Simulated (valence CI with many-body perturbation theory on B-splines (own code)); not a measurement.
# E1 line list for Nb XXXVI

Calculated by configuration interaction combined with many-body perturbation theory (CI+MBPT): four valence electrons over a frozen Dirac-Fock core [He], a basis of 11 s, 11 p, 10 d, 8 f, 5 g, 2 h functions for each j, with the one-electron correlation potential Σ1, the two-electron term Σ2, the three-electron term Σ3, Breit, model QED; selected CI, second order for the rest, scaled by the run's own slope (own B-spline code, finite nucleus).

No measured spectrum was set against this ion. As an estimate, large intervals hold to a few tenths of a per cent, small ones and those within an open d or f shell to about a per cent. Among the levels kept, up to 990 cm⁻¹ of a level comes from second order outside the variational space, and about a tenth of that is noise between levels of different J, which matters for small intervals.

Lines 101 to 150 of 537 in falling wavelength, among levels below 26476 × 10³ cm⁻¹, chosen from the strongest by gf and those to the six lowest levels. Wavelengths and rates use the calculated energies. Electric multipoles are in the length gauge, E1 and E2 with the static RPA response of the core. Weak lines are less certain than strong ones. Lines between different terms over intervals too small for the method are left out, as are lines whose strength nearly cancels. The highest levels of a list are the least certain.

Levels are named by their leading jj configuration (3d3/2^4 stands for four electrons in 3d with j = 3/2), which in mixed levels can hold well under half, so a name can repeat and another be missing. Letters in brackets count levels of one name in rising energy.

```
λ vac (Å)                           Upper                           Lower   A (s⁻¹)  S (a.u.)
    165.1          (2s 2p1/2^2 3p3/2) J=2             (2s 2p1/2^2 3s) J=1  1.70e+10  1.89e-01
    165.0          (2s^2 2p1/2 3p3/2) J=1             (2s^2 2p1/2 3s) J=0  9.23e+09  6.14e-02
    163.1      (2s 2p3/2^2 3p3/2) J=2 [c]         (2s 2p3/2^2 3s) J=1 [b]  9.11e+09  9.75e-02
    163.0          (2s^2 2p1/2 3p3/2) J=2             (2s^2 2p1/2 3s) J=1  1.59e+10  1.70e-01
    160.4          (2s^2 2p3/2 3d3/2) J=1          (2s^2 2p3/2 3p1/2) J=1  8.02e+09  4.90e-02
    159.6      (2s 2p3/2^2 3p3/2) J=2 [a]         (2s 2p3/2^2 3s) J=2 [a]  1.16e+10  1.16e-01
    157.9  (2s 2p1/2 2p3/2 3p3/2) J=1 [d]         (2s 2p1/2 2p3/2 3s) J=0  8.24e+09  4.80e-02
    154.8       (2p1/2^2 2p3/2 3p3/2) J=2          (2p1/2^2 2p3/2 3s) J=2  7.75e+09  7.09e-02
    153.6          (2s^2 2p3/2 3p3/2) J=2             (2s^2 2p3/2 3s) J=1  8.42e+09  7.53e-02
    153.4  (2s 2p1/2 2p3/2 3p3/2) J=1 [c]     (2s 2p1/2 2p3/2 3s) J=1 [b]  1.17e+10  6.28e-02
    148.0   (2p1/2 2p3/2^2 3p3/2) J=2 [b]      (2p1/2 2p3/2^2 3s) J=2 [b]  1.86e+10  1.49e-01
    146.1  (2s 2p1/2 2p3/2 3p3/2) J=3 [b]         (2s 2p1/2 2p3/2 3s) J=3  8.95e+09  9.65e-02
    145.3  (2s 2p1/2 2p3/2 3p3/2) J=2 [a]     (2s 2p1/2 2p3/2 3s) J=2 [a]  5.81e+09  4.40e-02
    144.5   (2p1/2 2p3/2^2 3p3/2) J=1 [b]      (2p1/2 2p3/2^2 3s) J=1 [a]  1.08e+10  4.81e-02
    144.3          (2s^2 2p3/2 3p3/2) J=2             (2s^2 2p3/2 3s) J=2  8.22e+09  6.10e-02
    142.6      (2s 2p3/2^2 3p3/2) J=1 [c]         (2s 2p3/2^2 3s) J=1 [b]  1.62e+10  6.94e-02
    131.7          (2s^2 2p3/2 3p3/2) J=0             (2s^2 2p3/2 3s) J=1  3.28e+10  3.69e-02
    123.5       (2p1/2 2p3/2^2 3p1/2) J=3      (2s 2p3/2^2 3p1/2) J=2 [b]  9.12e+09  5.94e-02
    113.4          (2s 2p1/2^2 2p3/2) J=2          (2s^2 2p1/2 2p3/2) J=2  1.49e+09  5.34e-03
    111.3          (2p1/2 2p3/2^2 3s) J=3         (2s 2p3/2^2 3s) J=2 [b]  1.16e+10  5.51e-02
    102.2          (2s 2p1/2^2 2p3/2) J=2          (2s^2 2p1/2 2p3/2) J=1  3.04e+09  7.99e-03
    99.99          (2s 2p1/2 2p3/2^2) J=3              (2s^2 2p3/2^2) J=2  4.94e+09  1.71e-02
    84.95      (2s 2p1/2 2p3/2^2) J=1 [b]              (2s^2 2p3/2^2) J=0  4.61e+09  4.19e-03
    83.88   (2p1/2 2p3/2^2 3p3/2) J=3 [a]          (2s 2p3/2^2 3p3/2) J=4  1.37e+10  2.79e-02
    81.31       (2p1/2 2p3/2^2 3p1/2) J=3          (2s 2p3/2^2 3p1/2) J=3  1.97e+10  3.66e-02
    78.99          (2s 2p1/2^2 2p3/2) J=1          (2s^2 2p1/2 2p3/2) J=2  7.43e+09  5.42e-03
    77.03      (2p1/2 2p3/2^2 3s) J=2 [b]         (2s 2p3/2^2 3s) J=2 [a]  2.65e+10  2.99e-02
    76.44       (2p1/2^2 2p3/2 3d5/2) J=3  (2s 2p1/2 2p3/2 3d5/2) J=4 [b]  2.26e+10  3.49e-02
    75.97   (2p1/2 2p3/2^2 3p3/2) J=3 [b]      (2s 2p3/2^2 3p3/2) J=3 [a]  1.45e+10  2.19e-02
    75.83       (2p1/2 2p3/2^2 3p3/2) J=4          (2s 2p3/2^2 3p3/2) J=4  2.06e+10  3.98e-02
    75.26       (2p1/2^2 2p3/2 3p3/2) J=2  (2s 2p1/2 2p3/2 3p3/2) J=3 [b]  2.48e+10  2.61e-02
    74.99       (2p1/2^2 2p3/2 3d3/2) J=3      (2s 2p1/2 2p3/2 3d3/2) J=4  2.62e+10  3.81e-02
    74.83       (2p1/2^2 2p3/2 3p3/2) J=3      (2s 2p1/2 2p3/2 3p3/2) J=4  3.04e+10  4.39e-02
    74.55       (2p1/2^2 2p3/2 3p1/2) J=2      (2s 2p1/2 2p3/2 3p1/2) J=3  3.23e+10  3.30e-02
    74.47       (2p1/2^2 2p3/2 3d5/2) J=4      (2s 2p1/2 2p3/2 3d5/2) J=5  3.18e+10  5.83e-02
    74.27      (2s 2p1/2 2p3/2^2) J=2 [b]              (2s^2 2p3/2^2) J=2  4.41e+09  4.46e-03
    73.15          (2p1/2^2 2p3/2 3s) J=2         (2s 2p1/2 2p3/2 3s) J=3  3.05e+10  2.95e-02
    73.10          (2p1/2 2p3/2^2 3s) J=3             (2s 2p3/2^2 3s) J=3  2.01e+10  2.71e-02
    72.08             (2p1/2 2p3/2^3) J=2                (2s 2p3/2^3) J=2  3.75e+10  3.46e-02
    71.21      (2s 2p1/2 2p3/2^2) J=1 [b]              (2s^2 2p3/2^2) J=2  3.89e+09  2.08e-03
    67.53           (2p1/2^2 2p3/2^2) J=2          (2s 2p1/2 2p3/2^2) J=3  4.58e+10  3.48e-02
    64.52      (2s 2p3/2^2 3p3/2) J=3 [a]          (2s^2 2p3/2 3p3/2) J=2  1.95e+10  1.81e-02
    61.71   (2p1/2 2p3/2^2 3p3/2) J=3 [a]  (2s 2p1/2 2p3/2 3p3/2) J=2 [d]  2.23e+10  1.81e-02
    61.28   (2p1/2 2p3/2^2 3p3/2) J=2 [a]  (2s 2p1/2 2p3/2 3p3/2) J=1 [c]  2.94e+10  1.67e-02
    60.42          (2s 2p3/2^2 3d5/2) J=5          (2s^2 2p3/2 3d5/2) J=4  1.86e+10  2.23e-02
    60.27             (2s 2p3/2^2 3s) J=3             (2s^2 2p3/2 3s) J=2  2.87e+10  2.17e-02
    59.72      (2p1/2 2p3/2^2 3s) J=2 [a]     (2s 2p1/2 2p3/2 3s) J=1 [c]  5.32e+10  2.80e-02
    59.42          (2s 2p3/2^2 3p3/2) J=4          (2s^2 2p3/2 3p3/2) J=3  2.02e+10  1.88e-02
    59.22   (2p1/2 2p3/2^2 3p3/2) J=3 [a]  (2s 2p1/2 2p3/2 3p3/2) J=2 [c]  2.85e+10  2.05e-02
    58.89          (2s 2p3/2^2 3p1/2) J=3          (2s^2 2p3/2 3p1/2) J=2  2.40e+10  1.69e-02
```
